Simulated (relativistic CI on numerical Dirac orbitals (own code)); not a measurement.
Os7+: 4f photoemission

Computed with this model: Dirac-Coulomb-Breit CI, KLI orbitals optimised for each configuration, model QED, multiplet model of photoemission in the sudden approximation, unscaled Slater integrals; configurations [Xe] 4f14 5d → [Xe] 4f13 5d; 80 K; Lorentzian 0.35 eV and Gaussian 0.5 eV FWHM. Energies are those of the free ion, without screening or charge transfer. The energies are binding energies and can lie tens of eV above those of solids. S is read from ⟨S²⟩ = S(S + 1).

Field parameters in Wybourne normalisation: Td as Oh with Dq negative (B⁴₀ = 21Dq, B⁴₄ = √(5/14) B⁴₀). The field is a parameter set, without covalency.

Computed curve for Td, 10Dq = -12250 cm⁻¹, scaled to 100 at the maximum (points under 2 are left out and the grid is thinned):

| Energy (eV) | Intensity |
| --- | --- |
| 159.0 | 2.1 |
| 159.2 | 2.5 |
| 159.5 | 3.5 |
| 159.7 | 4.7 |
| 159.9 | 6.8 |
| 160.2 | 16.0 |
| 160.4 | 28.9 |
| 160.6 | 40.5 |
| 160.8 | 41.7 |
| 161.1 | 46.4 |
| 161.3 | 69.5 |
| 161.5 | 93.5 |
| 161.8 | 98.8 |
| 162.0 | 97.3 |
| 162.2 | 96.9 |
| 162.5 | 84.4 |
| 162.7 | 62.1 |
| 162.9 | 40.6 |
| 163.2 | 30.2 |
| 163.4 | 31.5 |
| 163.6 | 37.1 |
| 163.8 | 48.8 |
| 164.1 | 66.3 |
| 164.3 | 70.5 |
| 164.5 | 70.8 |
| 164.8 | 59.2 |
| 165.0 | 52.5 |
| 165.2 | 55.6 |
| 165.5 | 54.5 |
| 165.7 | 40.3 |
| 165.9 | 26.0 |
| 166.2 | 12.7 |
| 166.4 | 8.8 |
| 166.6 | 7.4 |
| 166.8 | 7.0 |
| 167.1 | 7.5 |
| 167.3 | 7.5 |
| 167.5 | 6.1 |
| 167.8 | 3.4 |
| 168.0 | 2.3 |

The ground state has S = 0.50, and the centroid lies at 163.11 eV.
